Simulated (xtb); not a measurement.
CH₄Al, charge +1, singlet, geometry from GFN2-xTB (such geometries of metal compounds can be far from the true shape); GFN0-xTB (xtb).

Input for xtb:
```
$ xtb mol.xyz --gfn 0 --chrg 1 --etemp 1000 --json

# file mol.xyz
6

Al    -0.40372811    -0.55969075    -0.27304843
C      0.65342966     0.90115300     0.44330368
H      0.44037702     1.04689505     1.51606011
H      0.41166303     1.83511119    -0.09217770
H      1.73122440     0.69743419     0.32373917
H     -1.25537700    -1.71037874    -0.85781407
```

Output, abridged:

```
   ID    Z sym.   atoms
    1   13 Al     1
    2    6 C      2
    3    1 H      3-6

           -------------------------------------------------
          |                Calculation Setup                |
           -------------------------------------------------

           -------------------------------------------------
          |                 G F N 0 - x T B                 |
           -------------------------------------------------

          ...................................................
          :                      SETUP                      :
          :.................................................:
          :  # basis functions                  22          :
          :  # atomic orbitals                  21          :
          :  # shells                           13          :
          :  # electrons                        10          :
          :  electronic temp.         1000.0000000     K    :
          :  accuracy                    1.0000000          :
          :  -> integral cutoff          0.2500000E+02      :
          :  -> integral neglect         0.1000000E-07      :
          ...................................................

         :::::::::::::::::::::::::::::::::::::::::::::::::::::
         ::                     SUMMARY                     ::
         :::::::::::::::::::::::::::::::::::::::::::::::::::::
         :: total energy              -3.914368588543 Eh    ::
         :: gradient norm              0.014910654846 Eh/a0 ::
         :: HOMO-LUMO gap              3.745067990327 eV    ::
         ::.................................................::
         :: H0 energy                 -5.316868285022 Eh    ::
         :: repulsion energy           0.066765216635 Eh    ::
         :: electrostat energy         1.336277676545 Eh    ::
         :: -> Gsolv                   0.000000000000 Eh    ::
         ::    -> Gsasa                0.000000000000 Eh    ::
         ::    -> Gshift               0.000000000000 Eh    ::
         :: dispersion energy         -0.000543196702 Eh    ::
         :: short-range corr.          0.000000000000 Eh    ::
         :: add. restraining           0.000000000000 Eh    ::
         :: total charge               1.000000000000 e     ::
         :::::::::::::::::::::::::::::::::::::::::::::::::::::

           -------------------------------------------------
          |                Property Printout                |
           -------------------------------------------------

    * Orbital Energies and Occupations

         #    Occupation            Energy/Eh            Energy/eV
      -------------------------------------------------------------
         1        2.0000           -0.6268832             -17.0584
         2        2.0000           -0.5321112             -14.4795
         3        2.0000           -0.5321094             -14.4794
         4        2.0000           -0.5173978             -14.0791
         5        2.0000           -0.4499326             -12.2433 (HOMO)
         6                         -0.3123039              -8.4982 (LUMO)
         7                         -0.1903346              -5.1793
         8                         -0.1903180              -5.1788
         9                         -0.1512289              -4.1151
        10                         -0.1391106              -3.7854
        11                         -0.1388699              -3.7788
        12                         -0.1253351              -3.4105
        13                         -0.1252356              -3.4078
        14                         -0.0838237              -2.2810
        15                          0.0601520               1.6368
        16                          0.0617753               1.6810
       ...                                ...                  ...
        21                          1.2401183              33.7453
      -------------------------------------------------------------
                  HL-Gap            0.1376287 Eh            3.7451 eV
             Fermi-level            0.0000000 Eh            0.0000 eV

     #   Z          covCN         q      C6AA      α(0)
     1  13 Al       1.724     0.407   232.956    35.689
     2   6 C        3.610    -0.505    36.665     8.834
     3   1 H        0.923     0.309     0.683     1.292
     4   1 H        0.923     0.308     0.686     1.295
     5   1 H        0.923     0.309     0.683     1.292
     6   1 H        0.881     0.172     1.256     1.754

 Mol. C6AA /au·bohr⁶  :        598.817479
 Mol. C8AA /au·bohr⁸  :      36789.765534
 Mol. α(0) /au        :         50.155737

Wiberg/Mayer (AO) data.
largest (>0.10) Wiberg bond orders for each atom

 ---------------------------------------------------------------------------
     #   Z sym  total        # sym  WBO       # sym  WBO       # sym  WBO
 ---------------------------------------------------------------------------
     1  13 Al   2.230 --     2 C    1.144     6 H    0.876
     2   6 C    3.934 --     1 Al   1.144     5 H    0.914     3 H    0.914
                             4 H    0.912
     3   1 H    0.981 --     2 C    0.914
     4   1 H    0.981 --     2 C    0.912
     5   1 H    0.981 --     2 C    0.914
     6   1 H    0.927 --     1 Al   0.876
 ---------------------------------------------------------------------------

Topologies differ in total number of bonds
Writing topology from bond orders to xtbtopo.mol

 dipole moment from electron density (au)
     X       Y       Z
  -0.0638  -0.1103  -0.0367  total (Debye):    0.337

           -------------------------------------------------
          | TOTAL ENERGY               -3.914368588543 Eh   |
          | GRADIENT NORM               0.014910654846 Eh/α |
          | HOMO-LUMO GAP               3.745067990327 eV   |
           -------------------------------------------------

normal termination of xtb
```
